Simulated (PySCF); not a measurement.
Below is a simulated gas-phase Si 2p photoelectron spectrum of `[SiH3][GeH2][GeH3]`.

Every computed line was given a Gaussian of 1.0 eV full width at half maximum and an area set by the number of equivalent atoms (split 2:1 within a doublet); the highest printed point is 100. Level of theory: delta-SCF UKS SCAN, pcX-2 on the ionised atom, pcseg-1 elsewhere, spin-free X2C (PySCF).

binding energy (eV), intensity and a bar:
```
    105.1          0 
    105.2          1 
    105.3          1 
    105.4          2 #
    105.5          4 #
    105.6          7 ##
    105.7         11 ###
    105.8         17 #####
    105.9         26 ########
    106.0         36 ###########
    106.1         48 ###############
    106.2         61 ##################
    106.3         74 ######################
    106.4         85 ##########################
    106.5         94 ############################
    106.6         99 ##############################
    106.7        100 ##############################
    106.8         98 #############################
    106.9         93 ############################
    107.0         86 ##########################
    107.1         77 #######################
    107.2         67 ####################
    107.3         57 #################
    107.4         47 ##############
    107.5         38 ###########
    107.6         29 #########
    107.7         21 ######
    107.8         15 #####
    107.9         10 ###
    108.0          7 ##
    108.1          4 #
    108.2          2 #
    108.3          1 
    108.4          1 
    108.5          0 
    108.6          0
```

**Question.** Count the maxima, the lines and the sites behind this envelope.

**Answer.** The curve has 1 maximum (at 106.7 eV). Under it lie 2 lines from 1 inequivalent silicon site, drawn as a 2p3/2, 2p1/2 pair. At this width some lines have no maximum of their own.

**Question.** Decompose the envelope and assign each component. Numbering: `[SiH3:1][GeH2:2][GeH3:3]`.

**Answer.** 
```csv
position (eV),relative area,line,atoms,environment
106.55,0.67,Si 2p3/2,Si1,SiH3 silicon
107.18,0.33,Si 2p1/2,Si1,SiH3 silicon
```

**Question.** What are the centre and the root-mean-square width of the whole band?

**Answer.** The area-weighted mean of the lines is 106.76 eV. Their own spread about it is 0.29 eV (rms) and each Gaussian has σ = 1.0/2.355 = 0.42 eV; the variances add, which gives 0.52 eV.

Shake-up satellites, vibrational structure and lifetime widths aren't simulated. The 2p values aren't plain energy differences: one relaxed spin-free 2p hole is combined with a matrix within the shell (ground-state 2p orbital-energy differences and spin–orbit coupling). 2p3/2, the mean of its two sublevels, lies a third of the splitting below the shell's mean and 2p1/2 two thirds above it; the statistical areas are 2:1. 2p1/2 minus 2p3/2 (ligand field included): Si 0.62 eV. Isolated species at its PBE0-D3(BJ)/def2-SVP geometry, gas phase.
